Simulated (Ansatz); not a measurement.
Computed with Ansatz on PBE0-D4/def2-TZVP structures; ΔE is electronic, products minus reactants. CCSD(T)/CBS adds triple-zeta CCSD(T) − MP2 to the extrapolated MP2 energy (def2 sets, frozen cores). def2 core potentials past Kr. For In outer-core shells are correlated without core-valence functions, which leaves a few kJ/mol of doubt a bond. Each species was taken in one conformer, which may not be the lowest.

Reaction (ligand exchange at the Si–C bond): `N[SiH2]/C=C/[SiH3]` + `[OH][In]([SH])[O][SiH3]` → `[SiH3][O][In]([SH])[O][SiH3]` + `C=C[SiH2]N`

```
                       species  CCSD(T)/def2-TZVPP energy (Eh)
          `N[SiH2]/C=C/[SiH3]`                      -714.26179
     `[OH][In]([SH])[O][SiH3]`                     -1029.65696
`[SiH3][O][In]([SH])[O][SiH3]`                     -1319.95037
                  `C=C[SiH2]N`                      -424.00736
```

Work out ΔE.

ΔE = (-1319.95037) + (-424.00736) − (-714.26179) − (-1029.65696) = -0.03898 Eh = -24.5 kcal/mol. CCSD(T)/CBS gives -24.2 kcal/mol.

Largest T1 diagnostic among the species: 0.016.

In def2-TZVPP, CCSD(T) changes the Hartree–Fock value by +5.3 kcal/mol (the triples alone add +0.9 kcal/mol) and MP2 by +5.2 kcal/mol. From PBE to PBE0 (25 % exact exchange), in def2-TZVPP and without D4, ΔE moves by −2.2 kcal/mol.
